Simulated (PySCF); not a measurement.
Computed shifts of a molecule GeH6OSi, PBE/pcSseg-1 run with PySCF, GIAO, gas phase, atoms alike by connectivity averaged where their shifts nearly agree, in ppm (number of nuclei): ²⁹Si: -32.4 (1). ¹H: 5.68 (3), 5.50 (3). References: ⁷³Ge against GeH4 (σ = 1614.4 ppm); ¹⁷O against H2O (σ = 334.3 ppm); ²⁹Si against TMS (σ = 335.4 ppm); ¹H against TMS (σ = 31.49 ppm), references at their B3LYP-D3(BJ)/def2-TZVP geometries, non-relativistic. Geometry optimised at B3LYP-D3(BJ)/def2-SVP. Other conformers were not sampled.

Task: Pick the molecule that these values belong to.
A. O[SiH2][GeH3]
B. [SiH3][O][GeH3]
C. [OH][GeH2][SiH3]

Result: B, [SiH3][O][GeH3]
